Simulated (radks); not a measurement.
Values are calculated unless marked as measured or tabulated.
Excited configurations of neutral potassium: one electron is placed in a higher orbital outside [Ar]. The ground configuration is [Ar] 4s1. Code: a radial shooting solver on a logarithmic mesh with Libxc functionals. Model: scalar-relativistic Kohn-Sham, PBEsol, spin-polarised, spherical densities, point nucleus; open shells are filled with parallel spins first. Excitation = E - E(ground); binding = E(ion) - E, where the ion is the core of charge +1; n* = 1/sqrt(2 binding) in atomic units, and the quantum defect is n - n*.

[
 {"outer orbital": "3d", "excitation (eV)": "2.510", "binding (eV)": "1.881", "n*": "2.689", "quantum defect": "0.311"},
 {"outer orbital": "4d", "excitation (eV)": "3.059", "binding (eV)": "1.332", "n*": "3.195", "quantum defect": "0.805"},
 {"outer orbital": "4f", "excitation (eV)": "3.448", "binding (eV)": "0.943", "n*": "3.798", "quantum defect": "0.202"},
 {"outer orbital": "5p", "excitation (eV)": "2.912", "binding (eV)": "1.479", "n*": "3.033", "quantum defect": "1.967"},
 {"outer orbital": "5d", "excitation (eV)": "3.524", "binding (eV)": "0.868", "n*": "3.960", "quantum defect": "1.040"},
 {"outer orbital": "5f", "excitation (eV)": "3.741", "binding (eV)": "0.651", "n*": "4.573", "quantum defect": "0.427"},
 {"outer orbital": "6p", "excitation (eV)": "3.479", "binding (eV)": "0.913", "n*": "3.861", "quantum defect": "2.139"},
 {"outer orbital": "6d", "excitation (eV)": "3.792", "binding (eV)": "0.600", "n*": "4.763", "quantum defect": "1.237"},
 {"outer orbital": "6f", "excitation (eV)": "3.919", "binding (eV)": "0.472", "n*": "5.369", "quantum defect": "0.631"},
 {"outer orbital": "7s", "excitation (eV)": "3.661", "binding (eV)": "0.731", "n*": "4.315", "quantum defect": "2.685"},
 {"outer orbital": "7p", "excitation (eV)": "3.772", "binding (eV)": "0.620", "n*": "4.686", "quantum defect": "2.314"}
]

The Delta-SCF ionisation energy is 4.391 eV (NIST Atomic Spectra Database: 4.341 eV, measured). Self-interaction in the functional shifts the binding energies and quantum defects, so they are the method's values and not measured ones.
